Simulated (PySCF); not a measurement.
Species: C2H4Br2.
Geometry (PBE0-D3(BJ)/def2-TZVP, Å), atoms numbered from 1 in this order:
```
atom  x, y, z in Å
Br1    1.2606    1.9128    0.2106
C2     0.6362    0.0761    0.3866
C3    -0.6301   -0.0875   -0.4010
Br4   -1.2501   -1.9254   -0.2204
H5     0.4842   -0.0985    1.4486
H6     1.4356   -0.5597    0.0149
H7    -1.4296    0.5482   -0.0300
H8    -0.4790    0.0858   -1.4634
```

Computed, not measured: TDDFT CAM-B3LYP/aug-cc-pVTZ, vertical, gas phase, core orbitals frozen in the response (PySCF 2.14.0, density-fitted response routines). Geometry: PBE0-D3(BJ)/def2-TZVP, one conformer, isolated molecule. The CAM-B3LYP/aug-cc-pVTZ calculation is non-relativistic and has no spin–orbit coupling, an omission that weighs most on bromine.

Transition dipole moments from the ground state, in atomic units and in the frame of the coordinates above (overall signs are arbitrary), for the states with f of 0.002 or more among the lowest 8:

```csv
state,E (eV),μx,μy,μz
S2,6.140,0.257,0.218,0.101
S5,7.066,0.361,-0.175,-0.545
S8,7.289,-0.793,-0.252,-0.444
```

(1) Work out the oscillator strengths.

(2) What is the point group, and which symmetry does each of these states have?

(3) Which bond between heavy atoms lies closest to the direction of the S8 transition dipole?

(4) What angle do the transition dipoles of S2 and S8 make?

(5) What peak molar absorption coefficient would the strongest computed level give as a lone Gaussian band 0.3 eV wide at half height?

## Answers

(1) f = (2/3) ΔE |μ|² with ΔE in hartree (27.2114 eV).

```json
{"state": "S2", "|μ|² (au)": "0.124", "|μ| (D)": "0.89", "f": "0.019"}
{"state": "S5", "|μ|² (au)": "0.458", "|μ| (D)": "1.72", "f": "0.079"}
{"state": "S8", "|μ|² (au)": "0.890", "|μ| (D)": "2.40", "f": "0.159"}
```

(2) C2h. From a totally symmetric ground state, an allowed state transforms like the component of the dipole operator along its μ. Polarised along the twofold axis, so Au: S5. Polarised across the twofold axis, so Bu: S2 and S8.

(3) C2–C3, at 10° from it; next Br1–C2 and C3–Br4 at 61°.

(4) |cos θ| = |μa·μb| / (|μa| |μb|) = 0.92, so θ ≈ 24° (taken between 0 and 90°, since the signs are arbitrary).

(5) ε(max) = 2.175×10⁸ f / FWHM, with the width in cm⁻¹. S8: 2.175×10⁸ × 0.1589 / 2420 ≈ 14000 L mol⁻¹ cm⁻¹.
